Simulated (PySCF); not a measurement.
Orbital energies and ionisation energy

Species: (OH)3Zr-S-SiH3 (singlet state).
Geometry (PBE0-D3(BJ)/def2-SVP, Å), atoms numbered from 1 in this order:
```xyz
12
H6O3SSiZr angstrom
Zr     0.044    0.676    0.900
O     -0.150    0.965    2.778
O     -1.512    1.212   -0.074
O      1.592    1.584    0.236
S      0.305   -1.782    0.640
Si     0.043   -1.882   -1.475
H     -0.238    1.235    3.690
H     -2.274    1.565   -0.529
H      2.346    2.056   -0.111
H     -1.356   -2.262   -1.838
H      0.338   -0.558   -2.116
H      0.978   -2.893   -2.052
```

Level: wB97X-D/def2-SVPD (PySCF). Frontier orbitals with their largest atomic shares (Löwdin; up to four atoms above 4 %):

| orbital | ε (eV) | main atoms |
| --- | --- | --- |
| HOMO−3 | -11.17 | O4 34 %, O3 29 %, O2 27 % |
| HOMO−2 | -10.95 | S5 46 %, Si6 20 %, O3 8 %, O2 7 % |
| HOMO−1 | -9.66 | S5 62 %, Si6 12 %, Zr1 11 %, H11 7 % |
| HOMO | -8.84 | ? |
| LUMO | 1.07 | Zr1 62 %, S5 8 %, O3 6 %, Si6 6 % |
| LUMO+1 | 1.13 | Zr1 58 %, S5 11 %, O2 10 %, Si6 8 % |
| LUMO+2 | 1.44 | Zr1 62 %, S5 13 %, O3 8 %, O4 7 % |

Question: What vertical ionisation energy does ΔSCF give, and how far is −ε(HOMO) from it?

Answer: ΔSCF: 9.04 eV (872 kJ/mol; threshold wavelength 137 nm); ⟨S²⟩ of the doublet left behind is 0.755, against 0.75 for a pure doublet. −ε(HOMO) is 8.84 eV, 0.20 eV below it. In exact Kohn–Sham theory the two would be equal; wB97X-D (range-separated hybrid) comes within 0.20 eV of that here. Holes in the HOMO−1 and HOMO−2 were tried too where these lie within 1.2 eV of the HOMO; the lowest converged state counts.

Question: On which atoms does the HOMO lie?

Answer: S5 (sulfur bonded to Si and Zr) 71 %, Si6 (silicon bonded to S and 3 H) 11 %, Zr1 (zirconium bonded to 3 O and S) 6 %, H10 (hydrogen on silicon) 4 %, so more than half of it is on one atom. The HOMO−1 lies 0.82 eV lower.

Question: With α = 101.6 au, estimate the like-pair dispersion coefficient by London's formula C6 = (3/4)α²I.

Answer: I = 0.3321 Eh, so C6 ≈ 2570 au, a rough estimate.

Question: What total energies stand behind the ΔSCF value?

Answer: E(N) = -963.86125 Eh and E(N − 1) = -963.52915 Eh at the same geometry, 0.33210 Eh apart.

Question: What kinetic energy would electrons from this vertical process carry with He II light (40.814 eV)?

Answer: 40.81 − 9.04 = 31.77 eV.

Question: How many of the 10 lowest singlet excitations (vertical TDDFT, same level) lie below the ionisation energy?

Answer: All 10; they run from 5.25 to 7.07 eV.

Geometry: PBE0-D3(BJ)/def2-SVP; no solvent, vibrations or thermal averaging. Atoms past krypton carry effective core potentials; spin–orbit coupling is left out.

Note: wB97X-D ran without an empirical dispersion term, which enters the total energy and its gradient alone.
